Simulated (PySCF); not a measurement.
**C₆ coefficients of unlike pairs at BP86**

Calculated with PySCF 2.14 from the dipole response of each species, C₆(A,B) = (3/π) ∫ α_A(iu) α_B(iu) du, in atomic units, from isotropic polarisabilities. For ions this is the dispersion term alone; charge-induced terms of lower order in 1/R come first.

| species | configuration | basis | relativity | α (bohr³) | C₆ (like pair) |
| --- | --- | --- | --- | --- | --- |
| Ca+ | [Ar] 4s1 (2S) | aug-cc-pwCVTZ-X2C with one added diffuse shell each of s, p, d, f type (10s9p7d4f) | spin-free X2C | 73.78 | 521.5 |
| Si | [Ne] 3s2 3p2 (3P) | x2c-TZVPPall with one added diffuse shell each of s, p, d type (6s6p4d1f) | spin-free X2C | 41.98 | 347.1 |
| I | [Kr] 4d10 5s2 5p5 (2P) | def2-QZVPPD with the def2 core potential (28 electrons) (8s7p5d4f1g) | core potential | 34.49 | 376.2 |
| Mn(2+) | [Ar] 3d5 (6S) | def2-QZVPPD (11s6p5d4f2g) | none | 4.097 | 12.07 |

Q: Estimate C₆ for Si with Ca+.

A: The integral gives 403.7. The combination rule 2 C_A C_B / (C_A α_B/α_A + C_B α_A/α_B) gives 399.2 and the geometric mean 425.4.

No spin-orbit coupling is included.

The other pairs:

| pair | C₆ |
| --- | --- |
| Mn(2+), Ca+ | 55.59 |
| I, Ca+ | 387.3 |
| Mn(2+), Si | 53.04 |
| Mn(2+), I | 62.04 |
| I, Si | 351.5 |
